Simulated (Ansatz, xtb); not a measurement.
## C5H7BO3: which of two structures lies lower

Structure a is a singlet given by its coordinates and structure b is `B[C@@H]1OC(=O)O[C@H]1C=C`, a singlet. Both are isolated molecules in the gas phase, relaxed with PBE-D3(BJ)/def2-SVP; the shapes shown needn't be the lowest conformers.

a (Å):

| atom | x (Å) | y (Å) | z (Å) |
| --- | --- | --- | --- |
| C | -1.6032 | -0.6632 | 0.3816 |
| C | -0.8766 | -0.3522 | 1.4920 |
| C | 0.1465 | 0.7436 | 1.5570 |
| C | -2.7643 | -1.6185 | 0.2308 |
| C | -2.2501 | -0.6649 | -1.7859 |
| B | -1.1965 | 1.5578 | 1.7252 |
| O | -3.0971 | -1.5190 | -1.1561 |
| O | -2.2570 | -0.3792 | -2.9434 |
| O | -1.3360 | -0.1582 | -0.8584 |
| H | -1.6954 | 2.0796 | 0.7477 |
| H | -1.7264 | 1.6683 | 2.8159 |
| H | -1.1645 | -0.8796 | 2.4140 |
| H | 0.6982 | 0.8887 | 0.6130 |
| H | 0.8059 | 0.6412 | 2.4348 |
| H | -3.6399 | -1.3253 | 0.8465 |
| H | -2.4933 | -2.6688 | 0.4734 |

Close contacts (Å): C1–C2 1.36, C1–C4 1.51, C1–O9 1.37, C2–C3 1.50, C2–B6 1.95, C3–B6 1.58, C4–O7 1.43, C5–O7 1.36, C5–O8 1.19, C5–O9 1.40, C2–H12 1.10, C3–H13 1.10, C3–H14 1.10, C4–H15 1.11, C4–H16 1.11, B6–H10 1.22, B6–H11 1.22.

b (Å):

```xyz
16

C    -0.8428    0.3809   -1.2936
C    -3.0462    0.5818   -0.7079
C    -0.9504    1.0931    0.0850
C    -0.0149    0.5691    1.1308
C    -0.4002   -0.1174    2.2176
B     0.2581    0.8189   -2.3016
O    -2.2010    0.4092   -1.7675
O    -4.2400    0.4953   -0.7533
O    -2.3271    0.8809    0.4222
H     1.3957    0.9077   -1.8822
H     0.0140    0.9964   -3.4753
H    -0.5685   -0.6944   -1.0916
H    -0.7987    2.1924   -0.0369
H     1.0509    0.7882    0.9450
H    -1.4654   -0.3189    2.4095
H     0.3364   -0.4838    2.9481
```

Question: Estimate which is lower in electronic energy at CCSD(T)/def2-SVP + ΔMP2/def2-TZVPP, and by roughly how much.

Answer: The CCSD(T)/def2-SVP + ΔMP2/def2-TZVPP calculation puts structure a lower, by 5.3 kcal/mol.

Level by level:

| level | geometry | E(b) − E(a) (kcal/mol) | departure from the last row (kcal/mol) | job, with rough time for the two |
| --- | --- | --- | --- | --- |
| PBE-D3(BJ)/def2-SVP | PBE-D3(BJ)/def2-SVP | +12.2 | +6.9 | optimisation, 3.3 min |
| HF/def2-SVP | PBE-D3(BJ)/def2-SVP | −2.1 | −7.4 | part of the CCSD(T) run |
| MP2/def2-SVP | PBE-D3(BJ)/def2-SVP | +8.2 | +2.9 | part of the CCSD(T) run |
| CCSD(T)/def2-SVP | PBE-D3(BJ)/def2-SVP | +5.2 | 0.0 | single point |
| CCSD(T)/def2-SVP + ΔMP2/def2-TZVPP | PBE-D3(BJ)/def2-SVP | +5.3 |  | single point, 6.9 min |

HF/def2-SVP puts the two in the other order. The largest departure from CCSD(T)/def2-SVP + ΔMP2/def2-TZVPP is that of HF/def2-SVP, 7.4 kcal/mol. No reliable frequencies are at hand for a, so it isn't confirmed as a minimum. Levels run at GFN2-xTB geometries aren't shown. The last row adds to CCSD(T) the change of the MP2 difference between the two basis sets, here 0.0 kcal/mol.

The correlated steps freeze 9 core orbitals. Codes used: Ansatz 0.2.0, xtb 6.7.1; the last row on 2 threads of Arm Neoverse V1 on a shared host.
